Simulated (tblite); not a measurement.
C3H13N2Si2 (doublet state).
SMILES with atom numbers: `[CH3:1][N:2][SiH2:3][CH2:4][CH2:5][SiH2:6][NH2:7]` (hydrogens: H8, H9, H10 on C1; H11, H12 on Si3; H13, H14 on C4; H15, H16 on C5; H17, H18 on Si6; H19, H20 on N7)

Computed with GFN2-xTB (tblite), gas phase: L-BFGS steps from a force-field or distance-geometry start until the largest atomic force falls under 0.01 eV/Å.

Step 81: E = -607.0311 eV
```
atom  x, y, z in Å  |  force x, y, z in eV/Å
C1      4.0087    0.5074   -0.1344   -0.024  -0.002   0.030
N2      2.9563   -0.4067    0.0605    0.012   0.047  -0.009
Si3     1.5695   -0.7884   -0.7724    0.025  -0.055  -0.014
C4      0.0828   -0.1352    0.3045   -0.017   0.063  -0.034
C5     -1.2138   -0.2623   -0.4516    0.056   0.024  -0.018
Si6    -2.6195    0.5970    0.5155   -0.020  -0.059  -0.005
N7     -4.0363   -0.2578    0.0365   -0.015   0.070   0.000
H8      4.2512    0.7045   -1.1861   -0.048   0.003   0.008
H9      3.7643    1.4704    0.3373   -0.017  -0.046  -0.036
H10     4.9068    0.1372    0.3748   -0.068  -0.040   0.000
H11     1.3994   -2.2412   -0.6969    0.063  -0.061  -0.008
H12     1.2883   -0.3461   -2.1533    0.025   0.048   0.040
H13     0.0585   -0.7225    1.2201    0.024   0.066  -0.070
H14     0.2706    0.9018    0.5755    0.037  -0.025  -0.028
H15    -1.1310    0.2118   -1.4328    0.031  -0.001   0.051
H16    -1.4513   -1.3121   -0.6327    0.026   0.045   0.082
H17    -2.4929    0.4058    1.9575   -0.037  -0.007   0.034
H18    -2.5558    2.0374    0.1987   -0.031  -0.036   0.018
H19    -4.9371    0.0034    0.4042    0.052   0.021   0.026
H20    -4.1240   -0.4938   -0.9378   -0.071  -0.053  -0.066
```

Step 82: E = -607.0345 eV
```
atom  x, y, z in Å  |  force x, y, z in eV/Å
C1      4.0234    0.4991   -0.1364   -0.055   0.004   0.070
N2      2.9591   -0.4028    0.0541    0.070   0.061   0.019
Si3     1.5680   -0.7712   -0.7757    0.023  -0.076  -0.032
C4      0.0843   -0.1213    0.3034   -0.047   0.077   0.003
C5     -1.2189   -0.2799   -0.4384    0.080   0.047   0.013
Si6    -2.6269    0.5883    0.5197   -0.023  -0.092  -0.031
N7     -4.0463   -0.2532    0.0249    0.010   0.065   0.044
H8      4.2637    0.7024   -1.1879   -0.035  -0.005   0.035
H9      3.7883    1.4616    0.3447    0.007  -0.082  -0.058
H10     4.9176    0.1130    0.3714   -0.107  -0.011  -0.042
H11     1.3967   -2.2255   -0.7125    0.058  -0.046  -0.007
H12     1.2912   -0.3152   -2.1511    0.013   0.052   0.011
H13     0.0782   -0.6924    1.2303    0.008   0.056  -0.088
H14     0.2602    0.9226    0.5596    0.029  -0.045  -0.057
H15    -1.1511    0.1771   -1.4293    0.037  -0.025   0.057
H16    -1.4444   -1.3370   -0.5941    0.023   0.079   0.073
H17    -2.5130    0.3936    1.9618   -0.035  -0.003   0.037
H18    -2.5590    2.0265    0.1976   -0.017  -0.021   0.027
H19    -4.9462    0.0052    0.3961    0.047   0.018   0.008
H20    -4.1303   -0.4802   -0.9512   -0.087  -0.054  -0.084
```

Step 83: E = -607.0399 eV
```
atom  x, y, z in Å  |  force x, y, z in eV/Å
C1      4.0318    0.4909   -0.1390   -0.055   0.024   0.057
N2      2.9625   -0.4025    0.0451    0.043  -0.001   0.060
Si3     1.5670   -0.7622   -0.7793    0.026  -0.081  -0.034
C4      0.0884   -0.1078    0.3009   -0.017   0.062   0.032
C5     -1.2194   -0.2924   -0.4240    0.052   0.061   0.044
Si6    -2.6327    0.5803    0.5239   -0.004  -0.102  -0.049
N7     -4.0524   -0.2462    0.0093   -0.010   0.035   0.108
H8      4.2701    0.7041   -1.1902   -0.011  -0.025   0.071
H9      3.7986    1.4494    0.3495    0.030  -0.052  -0.043
H10     4.9196    0.0913    0.3702   -0.089   0.024  -0.078
H11     1.4000   -2.2184   -0.7275    0.043  -0.018  -0.006
H12     1.2962   -0.2865   -2.1460   -0.008   0.049  -0.044
H13     0.0989   -0.6611    1.2361   -0.007  -0.015  -0.030
H14     0.2568    0.9384    0.5465    0.035   0.024  -0.090
H15    -1.1653    0.1492   -1.4217    0.037  -0.038   0.020
H16    -1.4316   -1.3554   -0.5552    0.003   0.088   0.047
H17    -2.5354    0.3842    1.9680   -0.031   0.003   0.015
H18    -2.5693    2.0157    0.1930    0.009   0.000   0.045
H19    -4.9488    0.0030    0.3955    0.045   0.007  -0.029
H20    -4.1403   -0.4633   -0.9680   -0.094  -0.045  -0.093
```

Question: Estimate the geometry and energy of step 84. (The exact step hangs on the optimiser's Hessian estimate; all steps are aligned on step 83, rigid shifts and turns removed.)

Answer: E = -607.0430 eV, largest force 0.124 eV/Å
```
atom  x, y, z in Å  |  force x, y, z in eV/Å
C1      4.0358    0.4865   -0.1397   -0.067   0.006   0.066
N2      2.9595   -0.3990    0.0396    0.076  -0.006   0.082
Si3     1.5652   -0.7577   -0.7847    0.006  -0.047  -0.029
C4      0.0918   -0.0982    0.3014    0.018   0.043   0.062
C5     -1.2182   -0.3010   -0.4128    0.053   0.072   0.084
Si6    -2.6368    0.5722    0.5254    0.000  -0.060  -0.037
N7     -4.0595   -0.2390   -0.0007   -0.016  -0.029   0.033
H8      4.2758    0.7036   -1.1895   -0.003  -0.029   0.071
H9      3.8100    1.4434    0.3542    0.033  -0.040  -0.036
H10     4.9174    0.0734    0.3697   -0.073   0.044  -0.090
H11     1.4087   -2.2148   -0.7400    0.020  -0.018  -0.005
H12     1.2909   -0.2686   -2.1450   -0.012   0.038  -0.066
H13     0.1145   -0.6385    1.2443   -0.015  -0.023  -0.040
H14     0.2573    0.9516    0.5339    0.027   0.023  -0.103
H15    -1.1709    0.1305   -1.4131    0.032  -0.017  -0.048
H16    -1.4191   -1.3663   -0.5324   -0.021   0.052   0.044
H17    -2.5495    0.3778    1.9714   -0.030   0.002  -0.005
H18    -2.5733    2.0074    0.1897    0.023  -0.008   0.058
H19    -4.9534    0.0010    0.3956    0.033   0.011  -0.041
H20    -4.1514   -0.4537   -0.9800   -0.085  -0.015   0.000
```

The energy changes by -0.0031 eV. The first-order estimate −F·Δx gives -0.0044 eV and the mean of the old and new forces, exact on a quadratic surface, -0.0031 eV. The step makes an angle of 80° with the force vector and moves no atom by more than 0.029 Å.

The cost below is that of the whole relaxation. Time: 1.1 s wall. Hardware: one thread of an Arm Neoverse V2, shared host.
